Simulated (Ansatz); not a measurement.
Relaxation of AlH₆NO₂ (10 atoms, charge 0, multiplicity 1), to a largest force component of 0.03 eV/Å in at most 50 steps.

Level of theory: RKS CAM-B3LYP-D4/def2-SVP (Ansatz).

```xyz
10
Properties=species:S:1:pos:R:3
Al 0.048 -0.326 0.259
N -0.058 -0.167 2.107
H -0.904 -0.269 2.655
H 0.765 -0.240 2.695
O 1.593 -0.279 -0.430
H 1.772 -0.421 -1.363
O -1.301 -0.554 -0.737
H -2.214 -0.717 -0.494
H -0.173 2.396 0.651
H -0.153 1.901 1.177
```

Task: Where does it end, and by what steps?

Result: It converged. After 7 steps the energy has fallen by 0.177 eV; H9 moved furthest, 0.23 Å.

```csv
step,energy less start (eV),largest force component (eV/Å),accepted
0,0.0000,1.822,yes
1,-0.1481,1.013,yes
2,-0.1709,0.360,yes
3,-0.1733,0.069,yes
4,-0.1668,0.334,no
5,-0.1755,0.039,yes
6,-0.1763,0.032,yes
7,-0.1765,0.011,yes
```

```xyz
10
Properties=species:S:1:pos:R:3
Al 0.046 -0.386 0.328
N -0.043 -0.349 2.089
H -0.882 -0.390 2.656
H 0.779 -0.311 2.682
O 1.589 -0.319 -0.366
H 1.769 -0.364 -1.306
O -1.300 -0.543 -0.689
H -2.223 -0.668 -0.465
H -0.192 2.542 0.479
H -0.168 2.111 1.111
```

Whether the end is a true minimum wasn't checked by a vibrational analysis.

Run time: 15 s on 4 threads of Intel(R) Xeon(R) Platinum 8259CL CPU @ 2.50GHz (Skylake/Cascade Lake), on a shared host, peak memory 0.23 GiB.
